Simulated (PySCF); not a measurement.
# Simulated absorption spectrum

C4H11BOSi.
Atom-mapped SMILES: `[CH2:1]=[CH:2][O:3][SiH2:4][B:5]([CH3:6])[CH3:7]` (hydrogens: H8, H9 on C1; H10 on C2; H11, H12 on Si4; H13, H14, H15 on C6; H16, H17, H18 on C7)

Computed, not measured: PySCF, TDDFT CAM-B3LYP/def2-SVPD, vertical, gas phase, core orbitals frozen in the response. Isolated species at its PBE0-D3(BJ)/def2-SVP geometry (one conformer only). Torsions of this conformer, `[CH2:1]=[CH:2][O:3][SiH2:4][B:5]([CH3:6])[CH3:7]`: C1–C2–O3–Si4 6°, C2–O3–Si4–B5 65°, O3–Si4–B5–C6 15°.

Computed states:

```tsv
state	E (eV)	f
S1	4.55	0.0037
S2	5.38	0.0082
S3	6.14	0.0021
S4	6.37	0.016
S5	6.56	0.054
S6	6.82	0.166
S7	7.04	0.016
S8	7.14	0.035
S9	7.26	0.0024
S10	7.39	0.0066
```

Each state is given a Gaussian of 0.5 eV full width at half maximum, with ε(max) = 2.175×10⁸ f / Δν̃ (Δν̃ the width in cm⁻¹). The width is an assumption, not a result. The curve ends short of the highest state used, and states not computed would add to its high-energy end.

Problem. Give the broadened spectrum and its maxima.

Solution. 
| λ (nm) | ε (L mol⁻¹ cm⁻¹) |
| --- | --- |
| 182.5 | 11553 |
| 186.6 | 9766 |
| 190.7 | 6559 |
| 194.8 | 3769 |
| 198.9 | 1905 |
| 203.1 | 831 |
| 207.2 | 335 |
| 211.3 | 148 |
| 215.4 | 132 |
| 219.5 | 214 |
| 223.6 | 334 |
| 227.8 | 425 |
| 231.9 | 433 |
| 236.0 | 364 |
| 240.1 | 259 |
| 244.2 | 163 |
| 248.3 | 102 |
| 252.5 | 83 |
| 256.6 | 97 |
| 260.7 | 129 |
| 264.8 | 166 |
| 268.9 | 193 |
| 273.0 | 201 |
| 277.2 | 189 |
| 281.3 | 162 |
| 285.4 | 128 |
| 289.5 | 93 |
| 293.6 | 63 |
| 297.7 | 40 |
| 301.9 | 24 |
| 306.0 | 13 |
| 310.1 | 7 |
| 314.2 | 4 |
| 318.3 | 2 |
| 322.4 | 1 |
| 326.5 | 0 |

Maxima: 273 nm (4.55 eV), ε about 200, made up of S1 (100%); 230 nm (5.38 eV), ε about 440, made up of S2 (100%) (ε in L mol⁻¹ cm⁻¹; maxima over ε = 5, shares over 10%). At its high-energy end, 6.79 eV, the curve is still rising (ε about 12000, from S5 and S6).

Problem. On this curve, what absorbance would a 10⁻³ mol/L sample give at 308 nm over a 1 cm path?

Solution. 308 nm is 4.025 eV, where ε is about 9.9 L mol⁻¹ cm⁻¹, so A = ε c l ≈ 0.0099 (Beer–Lambert, with the gas-phase spectrum and the assumed width).

Problem. Coming from long wavelengths, where does ε first pass 100 L mol⁻¹ cm⁻¹?

Solution. At about 289 nm (4.30 eV), 0.25 eV below S1.

Problem. What would ε be at 5.38 eV, the highest of these maxima, with half the width (0.25 eV)?

Solution. About 879 L mol⁻¹ cm⁻¹ against 440, a factor of about 2.00; a lone state at its own centre would give exactly 2.

All these states lie below the vertical ionisation energy of 8.82 eV (ΔSCF).
